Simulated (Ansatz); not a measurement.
Ansatz (a program for electronic structure) input:

Ansatz 0.2 input:
```yaml
crystal:
  periodic: [false, false, false]
  atoms:
    - {symbol: Si, position_ang: [-0.01236411, 0.01035369, -0.02035979]}
    - {symbol: O, position_ang: [-0.54979575, -1.28223039, -0.86344148]}
    - {symbol: O, position_ang: [1.63212757, -0.08214243, -0.12471732]}
    - {symbol: N, position_ang: [-0.49120629, 1.52010554, -0.74727864]}
    - {symbol: N, position_ang: [-0.67785127, -0.11541574, 1.54134619]}
    - {symbol: H, position_ang: [-0.00449076, -1.58200561, -1.59508372]}
    - {symbol: H, position_ang: [2.15950067, 0.50149987, 0.42513518]}
    - {symbol: H, position_ang: [-0.40901647, 2.34706341, -0.15289872]}
    - {symbol: H, position_ang: [-1.06146412, 0.66873326, 2.03944870]}
    - {symbol: H, position_ang: [-0.98668351, -0.99808865, 1.91523324]}
basis:
  gaussian:
    orbitals: def2-TZVPD
hamiltonian:
  xc: {name: LC-wPBE}
magnetization: {spin_polarized: true, initial_magnetization: 1}
output: {forces: true}
```

Question: What final total energy does it print?

Answer: -552.43843 Eh (LC-wPBE/def2-TZVPD). The basis has 242 functions.

It need not be the lowest isomer of its formula.
